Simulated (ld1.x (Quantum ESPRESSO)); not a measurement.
## phosphorus (P): excitation energies, all-electron against TM semilocal

ld1.x (Quantum ESPRESSO) 7.5 input, shortened:

```
&input
   title='P', zed=15., rel=1, dft='PBESOL', iswitch=3,
   config='[Ne] 3s1.75 3p3.25 3d-2'
 /
 &inputp
   pseudotype=1, tm=.true., lloc=0,
   nlcc=.true., new_core_ps=.true., rcore=0.90
 /
3
3P  2  1   3.25   0.00  2.28  2.28  0.0
3D  3  2  -2.00   0.30  2.48  2.48  0.0
3S  1  0   1.75   0.00  1.44  1.44  0.0
 &test
   configts(1)='3s1.75 3p3.25'
 /
```

Energies are relative to the spin-unpolarised reference configuration 3s1.75 3p3.25; without spin polarisation the order of configurations can differ from experiment.

Question: Give the all-electron excitation energy and the error of the potential for: 3s2 3p3; 3s2 3p2; 3s2 3p1; 3s0 3p5; 3s1 3p0; 3s1 3p4; 3s2 3p3.3.

Answer:

| valence configuration | charge | ΔE all-electron (eV) | error AE − PS (meV) |
| --- | --- | --- | --- |
| 3s2 3p3 | 0 | -2.114 | +0.1 |
| 3s2 3p2 | +1 | 7.584 | +1.8 |
| 3s2 3p1 | +2 | 26.696 | +15 |
| 3s0 3p5 | 0 | 15.038 | +1.9 |
| 3s1 3p0 | +4 | 108.314 | +112 |
| 3s1 3p4 | 0 | 6.395 | +0.3 |
| 3s2 3p3.3 | -0.3 | -3.413 | +0.5 |

Levels in the configuration 3s2 3p3.3:

```csv
level,all-electron (eV),pseudo (eV)
3s,-11.477,-11.479
3p,-3.213,-3.214
```
